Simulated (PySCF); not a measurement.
silole (C4H6Si), SMILES C1=C[SiH2]C=C1.

Geometry optimised at TPSSh-D3(BJ)/def2-SVP.

All values below come from TDA-PBE/def2-SVPD (PySCF).

Vertical excitations.  State labels are in the subgroup C2v.

| state | symmetry | energy (eV) | λ (nm) | f | main pairs |
|---|---|---|---|---|---|
| S1 | B2 | 4.53 | 274 | 0.079 | HOMO→LUMO 91 % |
| S2 | A2 | 5.24 | 237 | 0.000 | HOMO−1→LUMO 100 % |
| S3 | B1 | 5.48 | 226 | 0.007 | HOMO−2→LUMO 98 % |
| S4 | A1 | 5.70 | 217 | 0.050 | HOMO−3→LUMO 70 %, HOMO→LUMO+3 28 % |
| S5 | B1 | 5.90 | 210 | 0.007 | HOMO→LUMO+1 99 % |
| S6 | A2 | 5.97 | 208 | 0.000 | HOMO→LUMO+2 100 % |
| S7 | A1 | 6.59 | 188 | 0.072 | HOMO−4→LUMO 63 %, HOMO→LUMO+3 24 % |
| S8 | A2 | 6.67 | 186 | 0.000 | HOMO→LUMO+4 97 % |
| S9 | A2 | 6.75 | 184 | 0.000 | HOMO→LUMO+5 97 % |
| S10 | B1 | 6.96 | 178 | 0.007 | HOMO−5→LUMO 98 % |
| T1 | B2 | 2.67 | 464 | 0 | HOMO→LUMO 99 % |
| T2 | A1 | 4.65 | 266 | 0 | HOMO−3→LUMO 81 %, HOMO→LUMO+3 14 % |
| T3 | A2 | 4.83 | 257 | 0 | HOMO−1→LUMO 100 % |
| T4 | B1 | 4.94 | 251 | 0 | HOMO−2→LUMO 99 % |
Triplets are in the Tamm–Dancoff approximation.
